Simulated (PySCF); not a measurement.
# Working out the ionisation energy of V

V [Ar] 3d3 4s2 (4F) → V⁺ [Ar] 3d4 (5D). All numbers are calculated (PySCF 2.14, the spin-free X2C one-electron Hamiltonian (Gaussian nucleus), in x2c-TZVPPall). Frozen: [Ne]. Energies in hartree (1 hartree = 27.21139 eV):

| part | V (lower) | V⁺ (upper) |
| --- | --- | --- |
| UHF | -948.133830 | -947.907190 |
| CCSD correlation | -0.366299 | -0.346422 |
| (T) | -0.011091 | -0.007747 |

Q: What does Hartree-Fock give?

A: (-947.907190) − (-948.133830) = 0.226640 hartree = 6.167 eV.

Q: What do CCSD and CCSD(T) give?

A: The CCSD correlation energies differ by 0.019877 hartree = 0.541 eV and the triples by 0.003344 hartree = 0.091 eV, so CCSD gives 6.708 eV and CCSD(T) 6.799 eV.

Measured between the centres of the two terms (NIST): 6.732 eV, so CCSD(T) (valence and next inner shell) is off by 0.067 eV.

What remains against the reference includes basis incompleteness, the frozen core and higher excitations.
